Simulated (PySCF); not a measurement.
# One molecule, several mistakes: AlBCH2O

All numbers below are calculated, not measured. The program is PySCF 2.14.0, an open-source quantum chemistry code, run on an isolated molecule that a program drew, which may never have been made. The molecule is AlBCH2O (charge 0, singlet), drawn as the SMILES string `OC=[B][Al]`.

Each row is a Hartree-Fock (HF) and frozen-core CCSD(T) single point in the cc-pV(D+d)Z basis, meant for a local HF minimum. Run 1 is clean. Each other run has one planted mistake out of seven kinds, and not every kind appears here: one electron removed, one electron added, multiplicity raised by two, geometry at a saddle point, minimal basis STO-3G, one bond length entered in bohr, all coordinates scaled. The reference is restricted for singlets and unrestricted otherwise, and also for a bond in bohr. Adding or removing an electron swaps singlet and doublet. Electrons count all cores. HOMO and LUMO are orbital energies over both spins, the gradient is its largest component, and the lowest frequency (negative if imaginary) is given only where the gradient is small. Bond lengths are over the 5 bonds as drawn. T1 is the CCSD diagnostic: over 0.02 (restricted) or 0.045 (unrestricted) a single reference is doubtful.

Geometry of the clean run:
```xyz
6
AlBCH2O, angstrom
O    -2.0501    0.3558    1.1808
C    -1.1525    0.1713    0.1848
B    -0.8170    0.8763   -0.9990
Al   -0.1069    1.7657   -2.8724
H    -2.5538    1.1404    1.0255
H    -0.5651   -0.7318    0.3532
```

```
run  electrons  basis functions  <S^2>  HOMO (eV)  LUMO (eV)  gradient (hartree/bohr)  lowest frequency (cm^-1)  mean bond (Å)  longest bond (Å)      T1  HF (hartree)  CCSD(T) (hartree)                     mistake
  1         34               75  0.000      -7.81       0.17                  1.6e-05                       115         1.3998             2.192  0.0164    -380.38790         -380.87269                    no fault
  2         34               75  0.000      -7.72       0.15                  1.8e-02                         -         1.4264             2.234  0.0167    -380.38581         -380.87413      all coordinates scaled
  3         34               75  2.278      -7.25       0.53                  6.6e-02                         -         1.3998             2.192  0.0573    -380.37666         -380.83725  multiplicity raised by two
  4         33               75  1.357     -13.43      -5.50                  9.1e-02                         -         1.3998             2.192  0.0781    -380.15275         -380.59736        one electron removed
  5         35               75  0.988      -0.97       5.81                  3.9e-02                         -         1.3998             2.192  0.0437    -380.40271         -380.90083          one electron added
  6         34               75  1.737      -8.06       0.30                  1.6e-02                         -         1.6407             2.558  0.0722    -380.29566         -380.72739                           ?
```

**Which mistake was planted in run 6, and what did it cost?**

The mean bond changes by a factor of 1.172 and the longest by 1.167, so the molecule wasn't scaled as a whole. A length L in bohr read as angstrom grows by (1/0.5292 - 1) L = 0.890 L. The 5 bonds together grew by 5 x 0.2409 = 1.205 Å, which gives L = 1.354 Å. That is bond O1-C2, 1.353 Å in the clean geometry. So the mistake is: one bond length entered in bohr. Subtracting run 1 and multiplying by 627.51 kcal/mol a hartree, the energy moved by 57.9 kcal/mol in HF and 91.2 kcal/mol in CCSD(T).

Cautions from the logs. Run 3: T1 is over the limit, so its CCSD(T) energy is less reliable; run 4: T1 is over the limit, so its CCSD(T) energy is less reliable; run 6: T1 is over the limit, so its CCSD(T) energy is less reliable.
